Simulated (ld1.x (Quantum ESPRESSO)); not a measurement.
## Configuration tests for thallium (Tl) (TM)

ld1.x (Quantum ESPRESSO) 7.5 input, shortened:

```
&input
   title='Tl', zed=81., rel=2, dft='PBE', iswitch=3,
   config='[Xe] 4f14 5d10 6s1.5 6p1.5', rel_dist='average'
 /
 &inputp
   pseudotype=2, tm=.true., lloc=0,
   nlcc=.false.
 /
2
6P  2  1   1.50   0.00  2.60  2.60  0.0
6S  1  0   1.50   0.00  2.25  2.25  0.0
 &test
   configts(1)='6s1.5 6p1.5'
 /
```

Open shells are filled in proportion to 2j + 1 (rel_dist='average').

Energies are relative to the spin-unpolarised reference configuration 6s1.5 6p1.5; without spin polarisation the order of configurations can differ from experiment.

```csv
valence configuration,charge,ΔE all-electron (eV),error AE − PS (meV)
6s2 6p0,+1,1.684,+92
6s1 6p0,+2,22.469,+154
6s2 6p0.5,+0.5,-1.688,+34
6s0 6p3,0,11.365,+116
6s1 6p1,+1,9.833,+4.4
6s2 6p1.3,-0.3,-4.108,+1.3
```

What are ΔE and the potential's error for 6s2 6p1?

ΔE = -3.589 eV all-electron; the error (AE − PS) is +7.6 meV.
